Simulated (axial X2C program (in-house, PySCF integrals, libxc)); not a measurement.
## PtCl⁺: the levels of the configuration d8 s0

Computed with an in-house all-electron X2C program for linear molecules (integrals from PySCF): two-component X2C with atomic mean-field Coulomb and Gaunt terms, basis Pt dyall-v3z, Cl dyall-v3z (cores contracted in-house). Orbitals come from Hartree–Fock averaged over the configuration Pt d8 s0; CI then distributes these electrons over the d, s shells of Pt.

R = 2.205 Å (near the minimum of the configuration average).

Active spinors (ω > 0):

```tsv
shell	ω	ε (eV)	character
d	3/2	-20.03	98% Pt d
d	5/2	-18.76	100% Pt d
d	1/2	-18.59	79% Pt d, 16% Cl p
d	3/2	-17.90	87% Pt d, 10% Cl p
d	1/2	-17.28	71% Pt d, 17% Pt s, 10% Cl p
s	1/2	-7.06	54% Pt s, 30% Pt p, 10% Cl p
```

Lowest levels of this model:

```csv
Ω,energy (cm⁻¹),g∥,configuration
2,0,5.00,100% d8
3,78,7.73,99% d8
0,314,0.00,99% d8
1,340,2.21,99% d8
4,2222,9.96,100% d8
0,4622,0.00,99% d8
1,6456,1.92,99% d8
2,6954,4.87,99% d8
0,8354,0.00,99% d8
1,8953,2.26,99% d8
3,9689,6.26,100% d8
2,10801,4.04,99% d8
1,13343,1.81,98% d8
2,14590,4.30,99% d8
0,15670,0.00,99% d8
0,16843,0.00,97% d8
0,17905,0.00,98% d8
0,20228,0.00,98% d8
3,23814,6.03,98% d8
0,25751,0.00,98% d8
```

g∥ is the magnitude of 2⟨Lz + ge Sz⟩ for the +Ω component.

Task: From Ω and g∥ of the lowest level, whose 2⟨Lz + ge Sz⟩ is positive, find ⟨Sz⟩ and ⟨Lz⟩ (ge = 2.0023).

Result: Ω = ⟨Lz⟩ + ⟨Sz⟩ = 2 and ⟨Lz⟩ + ge⟨Sz⟩ = 2.500, so ⟨Sz⟩ = 0.50 and ⟨Lz⟩ = 1.50.

Occupations of the active spinors in the lowest level by ω, shell by shell in order of energy: -5/2: 0.55; -3/2: 0.92 0.53; -1/2: 1.00 0.45 0.00; 1/2: 0.95 0.60 0.00; 3/2: 1.00 1.00; 5/2: 1.00. The leading determinant has weight 0.47 among 60.

This point took 5.6 s on 1 thread of Intel(R) Xeon(R) Processor @ 2.50GHz (Skylake/Cascade Lake) (shared host).

Dynamic correlation is missing, so gaps between terms are too wide and other configurations may lie lower; the lowest level listed is that of this model, not necessarily the ground state. For d shells the ligand-field splittings (σ, π, δ) and their order can be off by a thousand cm⁻¹ or more. At most 4 roots were kept for each Ω > 0 (twice that for Ω = 0) within 3.2 eV of the lowest, so higher up levels can be missing between those listed; levels with Ω > 0 are doubly degenerate and listed once, Ω = 0 levels singly. The open spinors mix strongly with ligand orbitals, which this small active space describes poorly. Some active spinors are only partly of the character that their shell is named for, so the shell names and counts are nominal. States that fill the shells left empty in the average are placed too high.
